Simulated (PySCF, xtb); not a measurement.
C₂H₆OSi₂, SMILES O[Si@@H]1C=C[SiH2]1. Other conformers were not sampled.

Harmonic wavenumbers (cm⁻¹) from xtb with GFN2-xTB at its own minimum, in rising order: 137, 154, 274, 292, 377, 406, 461, 494, 512, 611, 656, 715, 730, 737, 796, 824, 883, 938, 1077, 1264, 1560, 2139, 2191, 2258, 3016, 3040, 3683.

### Question
What does B3LYP-D3(BJ)/def2-SVP (PySCF) give at its own minimum? (Estimate from the structure and the level; the computed values follow.)

### Answer
130, 175, 289, 314, 408, 438, 507, 593, 662, 682, 731, 751, 781, 810, 888, 902, 961, 1030, 1058, 1278, 1542, 2190, 2197, 2236, 3114, 3135, 3868. Paired by order, the mean absolute difference is 58 cm⁻¹ and the zero-point energies are 43.2 and 45.3 kcal/mol.
